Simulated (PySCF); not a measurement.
# Cl+: excitation energy

Cl+ [Ne] 3s2 3p4 (3P) → Cl+ [Ne] 3s2 3p3 3d1 (5D), as a difference of total energies. All numbers are calculated (PySCF 2.14, the spin-free X2C one-electron Hamiltonian (Gaussian nucleus), in dyall-av3z (19s12p3d2f, 84 functions)). Correlated levels: valence: [Ne] frozen; virtual orbitals above 40 to 60 times the deepest correlated orbital energy dropped. The calculations carry no spin-orbit coupling.

```tsv
method	excitation energy (eV)	error (eV)
UHF	13.552	-0.081
MP2 (valence)	14.149	+0.516
SCS-MP2 (valence)	14.332	+0.699
CCSD (valence)	14.240	+0.607
CCSD(T) (valence)	14.268	+0.635
```

Reference: 13.633 eV (measured; NIST levels, between the centres of gravity of the two terms).

Errors of the correlated levels include the incompleteness of this basis and the frozen core.

The promoted electron is Rydberg-like, and one or two diffuse shells describe it only roughly, which tends to raise the upper state.
